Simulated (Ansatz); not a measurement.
Molecule: YCl, charge 0, multiplicity 1. SMILES: [Cl][Y]
Geometry: optimised at B3LYP-D3(BJ)/def2-TZVP (Ansatz, an electronic-structure program).

Quantity: vertical ionisation energy (to the doublet state of charge +1; each state is the SCF solution reached for its spin; for the singlet the Hartree-Fock reference is unstable and T1 is 0.013), in eV. Valence correlation only, unless marked. Open shells are spin-unrestricted. Spin-orbit coupling is left out. Frozen are the shells of the preceding noble gas and the d and f shells that filled before the atom's block. In def2 rows, elements after Kr have scalar-relativistic effective core potentials. CBS marks a two-point X^-3 extrapolation of the correlation energy; Hartree-Fock from the larger set.

| level | program | vertical ionisation energy (eV) |
|---|---|---|
| SVWN5/def2-TZVPD | Ansatz | (withheld) |
| PBE/def2-TZVPD | Ansatz | 6.48 |
| r2SCAN/def2-TZVPD | Ansatz | (withheld) |
| B3LYP/def2-TZVPD | Ansatz | (withheld) |
| PBE0/def2-TZVPD | Ansatz | 6.46 |
| BHLYP/def2-TZVPD | Ansatz | 6.48 |
| CAM-B3LYP/def2-TZVPD | Ansatz | (withheld) |
| wB97M-V/def2-TZVPD | Ansatz | 6.67 |
| wB97X-V/def2-TZVPD | Ansatz | 6.50 |
| CCSD/def2-SVPD | Ansatz | 6.51 |
| CCSD/def2-TZVPPD | Ansatz | 6.52 |
| CCSD/def2-QZVPPD | Ansatz | 6.53 |
| CCSD(T)/CBS(def2-TZVPPD,def2-QZVPPD) | Ansatz | 6.56 |

**Question.** Complete the blanks.

**Answer.** 
- SVWN5/def2-TZVPD, vertical ionisation energy (eV): 6.68
- r2SCAN/def2-TZVPD, vertical ionisation energy (eV): 6.23
- B3LYP/def2-TZVPD, vertical ionisation energy (eV): 6.61
- CAM-B3LYP/def2-TZVPD, vertical ionisation energy (eV): 6.59
